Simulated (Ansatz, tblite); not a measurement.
Removing and adding an electron: Ge₉OH₁₄, a cluster with a defect cut from the lattice of germanium (double-bonded O in place of two caps). The state is a singlet with charge 0. Geometry: PBE-D4/def2-SVP. Ansatz, gas phase; energy differences of separate SCF runs; the oxidised species was run as a doublet alone; the reduced species was run as a doublet alone.

Cartesian coordinates in Å:
```
Ge -1.530 0.135 2.514
Ge -2.303 0.870 -1.343
Ge 1.079 2.231 0.325
Ge 2.137 -1.474 1.395
Ge 1.234 -0.686 -2.423
Ge -1.296 1.767 0.697
Ge -0.237 -1.898 1.949
Ge -1.127 -1.165 -2.010
Ge 2.257 0.207 -0.388
O -0.932 -3.410 1.851
H -3.015 -0.246 2.767
H -0.928 0.736 3.819
H -3.811 0.576 -1.096
H -2.193 1.933 -2.475
H 1.724 2.793 1.627
H 1.214 3.313 -0.786
H 2.832 -0.912 2.672
H 2.823 -2.806 0.987
H 1.362 0.366 -3.562
H 1.986 -1.975 -2.863
H -2.018 3.083 1.127
H -1.783 -1.774 -3.282
H -1.236 -2.209 -0.860
H 3.760 0.546 -0.641
```

The xTB rows come from tblite. Single mean-field runs in def2-TZVP are fitted with def2-universal-jkfit. HOMO above LUMO, or a gap near zero within one spin, warns that the state may not be the lowest or that an electron is smeared out.

| level | −HOMO (eV) | vertical IE (eV) | −LUMO (eV) | vertical EA (eV) | HOMO–LUMO gap (eV) | IE − EA (eV) | remarks |
| --- | --- | --- | --- | --- | --- | --- | --- |
| GFN1-xTB | 11.43 | 13.02 | 9.42 | 7.54 | 2.01 | 5.48 | – |
| GFN2-xTB | 10.04 | 11.99 | 7.14 | 5.02 | 2.90 | 6.96 | – |
| PBE-D4/def2-TZVP | 5.56 | 7.88 | 3.28 | 1.34 | 2.28 | 6.53 | HOMO above zero (-1 doublet), gap within one spin near zero (+1 doublet) |
| revPBE-D4/def2-TZVP | 5.49 | 7.88 | 3.19 | 1.35 | 2.30 | 6.52 | HOMO above zero (-1 doublet), gap within one spin near zero (+1 doublet) |
| PBE0-D4/def2-TZVP | 6.75 | 8.04 | 2.59 | 1.37 | 4.17 | 6.66 | – |

   A HOMO above zero means that the electron is unbound at that level or that self-interaction error raises the level; the energy of removing that electron tells which. Raw xTB energy differences between charge states are shifted by several eV; the methods need an empirical correction for them. Sets without diffuse functions give affinities that are too small.
